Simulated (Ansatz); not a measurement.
C2H4N3 (SMILES c1n[nH]c[nH+]1), charge +1, singlet, at a GFN2-xTB geometry; BLYP/STO-3G (Ansatz, a program for electronic structure).

The Ansatz input:
Ansatz 0.2 input:
```yaml
crystal:
  periodic: [false, false, false]
  atoms:
    - {symbol: C, position_ang: [-0.72438958, -0.87288884, -0.09129060]}
    - {symbol: N, position_ang: [0.55762667, -1.03705194, -0.15259445]}
    - {symbol: N, position_ang: [1.09045631, 0.16973986, -0.01179850]}
    - {symbol: C, position_ang: [0.15167649, 1.09037013, 0.13747465]}
    - {symbol: N, position_ang: [-1.01674140, 0.44847481, 0.09012567]}
    - {symbol: H, position_ang: [-1.44403652, -1.66418423, -0.17208821]}
    - {symbol: H, position_ang: [2.10037297, 0.28380633, -0.02835101]}
    - {symbol: H, position_ang: [0.29970022, 2.14638776, 0.27058309]}
    - {symbol: H, position_ang: [-1.93914925, 0.86096327, 0.17262278]}
basis:
  gaussian:
    orbitals: STO-3G
hamiltonian:
  xc: blyp
total_charge: 1
```

Output, abridged:

```
Functional definition: BLYP
410 factors; integrals over basis functions are off by at most 3.5e-5 eV
mean field evaluation 1: about -6512.5822 eV, gradient 2.4e1 eV
mean field evaluation 2: about -6507.6277 eV, gradient 4.7e1 eV
mean field evaluation 4: about -6514.3830 eV, gradient 2.2e0 eV
mean field evaluation 8: about -6514.2571 eV, gradient 6.6e-2 eV
mean field evaluation 16: about -6514.2571 eV, gradient 1.9e-5 eV
mean field -6514.25706290 eV, -239.3945315397 hartree, gradient 1.9e-5 eV, S^2 0.000000; 0 other end points of the search recorded, 0 dependent functions left out
reference -6514.25730844 eV, -239.3945405631 hartree; 18, 18 occupied and 11, 11 virtual orbitals, 410 factors
Total energy: -6514.25730844 eV, -239.3945405631 hartree
```
